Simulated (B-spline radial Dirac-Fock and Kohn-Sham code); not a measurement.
## What relativity does to the binding energies of Cl⁶⁺

System: the Cl⁶⁺ ion, [Ne] 3s1.

Both columns are ΔSCF binding energies of the configuration average from an atomic code on a B-spline grid: non-relativistic Hartree-Fock with a point nucleus, and Dirac-Fock with a finite nucleus and the Coulomb interaction alone, averaged over the two j levels with weights 2j+1.

```
shell  Hartree-Fock (eV)  Dirac-Fock (eV)  shift (eV)  shift (%)
   2p              322.4            322.6       +0.16      +0.05
   3s              113.4            113.7       +0.36      +0.32
```

Relativity binds 2p, 3s more strongly, among those listed most of all 3s in relative terms.

Values without a named source are computed, but for edge energies of neutral atoms, which are taken from tables.
